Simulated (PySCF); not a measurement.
C₄H₁₀Cd, triplet, at a GFN2-xTB geometry (such geometries of metal compounds can be far from the true shape) (a higher spin typed on purpose: for a closed-shell molecule this is an excited state) (core potentials on Cd); DF-TPSS/def2-SVP run with PySCF.

PySCF was given this input:
```python
from pyscf import gto, scf, dft

mol = gto.M(
    atom='''
Cd    0.83193113    0.16780949    0.12031821
C    -1.27766685   -0.59223553    1.59624253
C    -1.07497780   -2.07610919    1.68248168
H    -2.17905774   -0.29513617    1.07238337
H    -1.13775419   -0.06701091    2.53902327
H    -0.10233735   -2.31877425    2.12093879
H    -1.14570819   -2.53833362    0.69547129
H    -1.83918790   -2.54676440    2.31598494
C    -0.86991754    0.16070633   -1.95636551
C    -1.32380504    1.59024137   -1.98462822
H    -1.65734290   -0.55372115   -1.74407640
H    -0.24826513   -0.12665878   -2.80204107
H    -0.47561380    2.27361367   -2.08893309
H    -1.87468189    1.84337083   -1.07646199
H    -1.99454151    1.77894137   -2.83394568
''',
    basis='def2-svp',
    ecp={'Cd': 'def2-svp'},
    spin=2,
    verbose=4,
)

mf = dft.UKS(mol)
mf.xc = 'tpss'
mf.DIIS = scf.ADIIS
mf = mf.density_fit(auxbasis='def2-universal-jkfit')
mf.kernel()
```

Output, abridged:

```
PySCF version 2.14.0

[INPUT] verbose = 4
[INPUT] num. atoms = 15
[INPUT] num. electrons = 54
[INPUT] charge = 0
[INPUT] spin (= nelec alpha-beta = 2S) = 2
[INPUT] symmetry False subgroup None
[INPUT] Mole.unit = angstrom
[INPUT] Symbol           X                Y                Z      unit          X                Y                Z       unit  Magmom
[...]
nuclear repulsion = 224.784256147618
number of shells = 65
number of NR pGTOs = 223
number of NR cGTOs = 137
basis = def2-svp
ecp = {'Cd': 'def2-svp'}

******** <class 'pyscf.df.df_jk.DFUKS'> ********
method = DFUKS
initial guess = minao
damping factor = 0
level_shift factor = 0
DIIS = <class 'pyscf.scf.diis.ADIIS'>
diis_start_cycle = 1
diis_space = 8
diis_damp = 0
SCF conv_tol = 1e-09
SCF conv_tol_grad = None
SCF max_cycles = 50
direct_scf = False
number electrons alpha = 28  beta = 26
XC library pyscf.dft.libxc version 7.1.2
    S. Lehtola, C. Steigemann, M. J. T. Oliveira, and M. A. L. Marques,  SoftwareX 7, 1–5 (2018)
XC functionals = tpss
    J. Tao, J. P. Perdew, V. N. Staroverov, and G. E. Scuseria,  Phys. Rev. Lett. 91, 146401 (2003)
    J. P. Perdew, J. Tao, V. N. Staroverov, and G. E. Scuseria,  J. Chem. Phys. 120, 6898 (2004)
    J. Tao, J. P. Perdew, V. N. Staroverov, and G. E. Scuseria,  Phys. Rev. Lett. 91, 146401 (2003)
    J. P. Perdew, J. Tao, V. N. Staroverov, and G. E. Scuseria,  J. Chem. Phys. 120, 6898 (2004)
radial grids:
    Treutler-Ahlrichs [JCP 102, 346 (1995); DOI:10.1063/1.469408] (M4) radial grids

becke partition: Becke, JCP 88, 2547 (1988); DOI:10.1063/1.454033
pruning grids: <function nwchem_prune>
grids dens level: 3
symmetrized grids: False
atomic radii adjust function: <function treutler_atomic_radii_adjust>
small_rho_cutoff = 0
Set gradient conv threshold to 3.16228e-05
tot grids = 176944
init E= -311.746031020286

cycle= 1 E= -324.27537029801  delta_E= -12.5  |g|= 1.56  |ddm|=  4.3
cycle= 2 E= -286.480199677168  delta_E= 37.8  |g|= 4.12  |ddm|= 32.6

cycle= 3 E= -324.626022987387  delta_E= -38.1  |g|= 1.66  |ddm|= 32.3
cycle= 4 E= -325.816424684512  delta_E= -1.19  |g|= 0.415  |ddm|= 2.06

cycle= 5 E= -325.637803694047  delta_E= 0.179  |g|= 0.718  |ddm|= 1.31
cycle= 6 E= -325.898513720545  delta_E= -0.261  |g|= 0.139  |ddm|= 0.689
cycle= 7 E= -325.893860321556  delta_E= 0.00465  |g|= 0.164  |ddm|= 0.401
cycle= 8 E= -325.908248828065  delta_E= -0.0144  |g|= 0.021  |ddm|= 0.217
cycle= 9 E= -325.908189049581  delta_E= 5.98e-05  |g|= 0.0253  |ddm|= 0.052
cycle= 10 E= -325.908451923261  delta_E= -0.000263  |g|= 0.00192  |ddm|= 0.0297
cycle= 11 E= -325.908452311734  delta_E= -3.88e-07  |g|= 0.00229  |ddm|= 0.00721
cycle= 12 E= -325.908454599202  delta_E= -2.29e-06  |g|= 0.00147  |ddm|= 0.00553
cycle= 13 E= -325.908455360235  delta_E= -7.61e-07  |g|= 0.00102  |ddm|= 0.0033
cycle= 14 E= -325.908455879187  delta_E= -5.19e-07  |g|= 0.000484  |ddm|= 0.00201
cycle= 15 E= -325.908455889277  delta_E= -1.01e-08  |g|= 0.000488  |ddm|= 0.00138
cycle= 16 E= -325.908456012121  delta_E= -1.23e-07  |g|= 0.000205  |ddm|= 0.00083
cycle= 17 E= -325.90845596012  delta_E= 5.2e-08  |g|= 0.000357  |ddm|= 0.000742
cycle= 18 E= -325.908456032276  delta_E= -7.22e-08  |g|= 9.47e-05  |ddm|= 0.000401
cycle= 19 E= -325.908456030451  delta_E= 1.82e-09  |g|= 0.000108  |ddm|= 0.000266
cycle= 20 E= -325.908456036542  delta_E= -6.09e-09  |g|= 4.16e-05  |ddm|= 0.000129
cycle= 21 E= -325.908456037558  delta_E= -1.02e-09  |g|= 6.51e-06  |ddm|= 5.38e-05
cycle= 22 E= -325.908456037555  delta_E= 3.3e-12  |g|= 7.04e-06  |ddm|= 8.52e-06
Extra cycle  E= -325.908456037432  delta_E= 1.22e-10  |g|= 1.55e-05  |ddm|= 3.09e-05
converged SCF energy = -325.908456037432  <S^2> = 2.0158325  2S+1 = 3.0105365
```
